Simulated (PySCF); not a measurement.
C$_{3}$H$_{7}$InO (SMILES C=[CH][In]([CH3])[OH]), singlet, at a GFN2-xTB geometry (such geometries of metal compounds can be far from the true shape) (all electrons, no relativity), with bond 5-2 at 2.4 times its length.

Input for PySCF:
```python
from pyscf import gto, scf, mcscf
import numpy

mol = gto.M(
    atom='''
In    0.16031219    0.01237711    0.20286334
C     1.75212666   -0.14461263    1.75531925
H     1.87846004   -1.17533587    2.07741051
H     1.39050123    0.46902157    2.57592946
H     4.01698940    0.78480897    0.85210961
C    -0.23270216   -0.82068495   -1.83921095
C    -1.33304992   -0.54143501   -2.51113139
H     0.52165223   -1.47125158   -2.26320591
H    -1.53119570   -0.94075593   -3.50048851
H    -2.10236794    0.10717773   -2.10732200
O    -1.22803504    1.22115559    0.88717105
H    -2.00213408    1.43317039    0.37116107
''',
    basis='sto-3g',
    verbose=4,
)

mf = scf.RHF(mol)
mf.kernel()
mc = mcscf.CASSCF(mf, 6, 6)
mc.fix_spin_(ss=0.0)
mc = mc.state_average_([0.5, 0.5])
mc.kernel()
```

**Question.** What does this run give for the total energy of the lowest state, SCF-reference Mulliken (on the basis functions themselves) charges in atom order, SCF-reference dipole moment, number of basis functions, SCF-reference HOMO-LUMO gap, SCF-reference HOMO energy?

**Answer.** 
The total energy of the lowest state comes out as -5872.8110 Eh and the SCF-reference Mulliken (on the basis functions themselves) charges in atom order is In1 0.89, C2 -0.22, H3 0.04, H4 0.05, H5 -0.14, C6 -0.23, C7 -0.15, H8 0.03, H9 0.05, H10 0.04, O11 -0.50, H12 0.14. The SCF-reference dipole moment comes out as 1.92 D, the number of basis functions is 54 and the SCF-reference HOMO-LUMO gap is 7.78 eV. The SCF-reference HOMO energy is -4.83 eV.
